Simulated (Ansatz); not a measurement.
H₂O₃S, SMILES O=S(O)O.

Coordinates come from a B3LYP-D3(BJ)/def2-SVP optimisation. The values are those of a single conformer.

Two levels are set side by side: PBE/def2-SVPD (Ansatz, an electronic-structure program) and PBE0/def2-SVPD (Ansatz). Energy differences of separate SCF runs at the same geometry; the states with an electron removed or added have multiplicity 2 and 2. Differences are taken from unrounded values.

| quantity | PBE0 |
|---|---|
| vertical ionisation energy (eV) | 11.12 |
| vertical singlet–triplet gap (eV) | 5.77 |

Task: What does PBE give, and how far is it from PBE0? (An estimate is asked for; the answer gives what the named calculation found.)

Result: 
```
quantity                             PBE  PBE minus PBE0
---------------------------------  -----  --------------
vertical ionisation energy (eV)    10.93           -0.19
vertical singlet–triplet gap (eV)   5.64           -0.13
```
